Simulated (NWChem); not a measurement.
System: C$_{2}$H$_{4}$N$_{3}$ cation; SMILES c1n[nH]c[nH+]1

Output (shortened):

```
             Northwest Computational Chemistry Package (NWChem) 7.3.0
             --------------------------------------------------------

                             Geometry "geometry" -> ""
                             -------------------------

 Output coordinates in angstroms (scale by  1.889725989 to convert to a.u.)

  No.       Tag          Charge          X              Y              Z
 ---- ---------------- ---------- -------------- -------------- --------------
    1 C                    6.0000    -1.04668100     0.45784100     0.00000000
    2 N                    7.0000    -0.88004500    -0.83167200     0.00000000
    3 N                    7.0000     0.44615600    -0.99923400     0.00000000
    4 C                    6.0000     1.10610000     0.14494700     0.00000000
    5 N                    7.0000     0.16689000     1.09236800     0.00000000
    6 H                    1.0000    -2.00929400     0.96898300     0.00000000
    7 H                    1.0000     0.84007600    -1.94120700     0.00000000
    8 H                    1.0000     2.18737900     0.28420900     0.00000000
    9 H                    1.0000     0.33344600     2.09837700     0.00000000

 Effective nuclear repulsion energy (a.u.)     175.9092511812

                                 NWChem DFT Module
                                 -----------------

 Summary of "ao basis" -> "ao basis" (spherical)
 ------------------------------------------------------------------------------
       Tag                 Description            Shells   Functions and Types
 ---------------- ------------------------------  ------  ---------------------
 C                          def2-svp                 6       14   3s2p1d
 N                          def2-svp                 6       14   3s2p1d
 H                          def2-svp                 3        5   2s1p

            General Information
            -------------------
          SCF calculation type: DFT
          Wavefunction type:  closed shell.
          No. of atoms     :     9
          No. of electrons :    36
           Alpha electrons :    18
            Beta electrons :    18
          Charge           :     1
          Spin multiplicity:     1
          Use of symmetry is: off; symmetry adaption is: off
          Maximum number of iterations: 150
          AO basis - number of functions:    90
                     number of shells:    42
          Convergence on energy requested:  1.00D-06
          Convergence on density requested:  1.00D-05
          Convergence on gradient requested:  5.00D-04

              XC Information
              --------------
                         B3LYP Method XC Potential
                     Hartree-Fock (Exact) Exchange  0.200
                        Slater Exchange Functional  0.800 local
                    Becke 1988 Exchange Functional  0.720 non-local
              Lee-Yang-Parr Correlation Functional  0.810
                  VWN I RPA Correlation Functional  0.190 local

             Grid Information
             ----------------
          Grid used for XC integration:  medium
          Radial quadrature: Mura-Knowles
          Angular quadrature: Lebedev.
          Tag              B.-S. Rad. Rad. Pts. Rad. Cut. Ang. Pts.
          ---              ---------- --------- --------- ---------
          C                   0.70       49          10.0       434
          N                   0.65       49          10.0       434
          H                   0.35       45          11.0       434
          Grid pruning is: on
          Number of quadrature shells:   425
          Spatial weights used:  Erf1

      Superposition of Atomic Density Guess
      -------------------------------------

 Sum of atomic energies:        -239.97928187

 Renormalizing density from      37.00 to     36

      Non-variational initial energy
      ------------------------------

 Total energy =    -238.923282
 1-e energy   =    -654.534635
 2-e energy   =     239.702102
 HOMO         =      -0.640537
 LUMO         =      -0.296065

[...]

                     NWChem Electrostatic Potential Fit Module
                     -----------------------------------------

 Atom parameters

 Number of atoms is                                    9
 Number of basis functions is                         90

 Grid parameters

 Maximum number of grid points is                  35032
 Number of grid points is                          35031
 Grid range                                     0.300000 nm
 Grid spacing                                   0.020000 nm
 Probe radius                                   0.070000 nm
 Atom radius factor                             1.000000

 Atomic radii

    1    0.100000
    6    0.147000
    7    0.140000
 FASTESP  F
  using M.O. file = ./job.movecs

    Atom              Coordinates                           Charge

                                                  ESP

    1 C    -0.104668    0.045784    0.000000    0.299887
    2 N    -0.088005   -0.083167    0.000000   -0.339273
    3 N     0.044616   -0.099923    0.000000    0.176383
    4 C     0.110610    0.014495    0.000000    0.042109
    5 N     0.016689    0.109237    0.000000   -0.139036
    6 H    -0.200929    0.096898    0.000000    0.140901
    7 H     0.084008   -0.194121    0.000000    0.284354
    8 H     0.218738    0.028421    0.000000    0.204121
    9 H     0.033345    0.209838    0.000000    0.330553
                                            ------------
                                                1.000000

 Dipole moment                                  1.266458

 Quadrupole moment Qxx                          4.851430
                   Qyy                         10.677619
                   Qzz                        -15.529049

 RMS deviation kJ/mol                           0.068608

 RRMS %                                         3.051011
```

Level: B3LYP/def2-SVP. The geometry was optimised at PBE0/def2-SVP.

**Question.** Write an input that gives this output.

**Answer.** One answer among several that fit: the input that was run:
```
start job
memory heap 200 mb stack 700 mb global 900 mb
charge 1
geometry units angstroms noautosym nocenter noautoz
  C     -1.046681     0.457841     0.000000
  N     -0.880045    -0.831672     0.000000
  N      0.446156    -0.999234     0.000000
  C      1.106100     0.144947     0.000000
  N      0.166890     1.092368     0.000000
  H     -2.009294     0.968983     0.000000
  H      0.840076    -1.941207     0.000000
  H      2.187379     0.284209     0.000000
  H      0.333446     2.098377     0.000000
end
basis spherical
  * library def2-svp
end
dft
  xc b3lyp
  iterations 150
  mulliken
end
task dft energy
esp
  recalculate
  probe 0.07
  range 0.3
  factor 1.0
  spacing 0.02
end
task esp
```
